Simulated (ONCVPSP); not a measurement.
# Reading a pseudo-wave (lithium (Li))

Columns: radius, all-electron u(r) and pseudo u(r) of the 1s shell (level -51.11 eV) of lithium in the configuration 1s2 2s1; LDA (Perdew-Wang 92), scalar-relativistic, ONCV scheme, ONCVPSP 4.0.1.

```tsv
r (bohr)	all-electron	pseudo
0.060	0.4593	0.2845
0.120	0.7695	0.5510
0.180	0.9698	0.7838
0.240	1.0898	0.9716
0.300	1.1508	1.1069
0.360	1.1703	1.1896
0.420	1.1598	1.2226
0.480	1.1285	1.2137
0.540	1.0833	1.1727
0.600	1.0292	1.1099
0.660	0.9696	1.0346
0.720	0.9074	0.9545
0.780	0.8446	0.8754
0.840	0.7824	0.8005
0.900	0.7221	0.7312
0.960	0.6641	0.6680
1.020	0.6091	0.6104
1.080	0.5573	0.5575
1.140	0.5087	0.5087
1.200	0.4635	0.4635
1.260	0.4217	0.4216
1.320	0.3830	0.3830
1.380	0.3474	0.3474
1.440	0.3148	0.3148
1.500	0.2850	0.2850
1.560	0.2577	0.2577
```

Question: How many radial nodes do the two functions have?

Answer: The all-electron 1s function has n − l − 1 = 0; the pseudo-wave has 0.

Question: At about which radius was the pseudo-wave matched?

Answer: 1.20 bohr. The columns agree to 0.0005 from 1.08 bohr on; several derivatives are matched, so the curves merge somewhat inside the radius.

Question: Where does each function peak?

Answer: Outermost all-electron maximum near 0.36 bohr, pseudo maximum near 0.42 bohr (to the table’s step).

Question: Is the pseudo-wave norm-conserving?

Answer: Yes: the ONCV scheme keeps the norm inside the radius equal to the all-electron one, which fixes the energy derivative of the logarithmic derivative at the level.
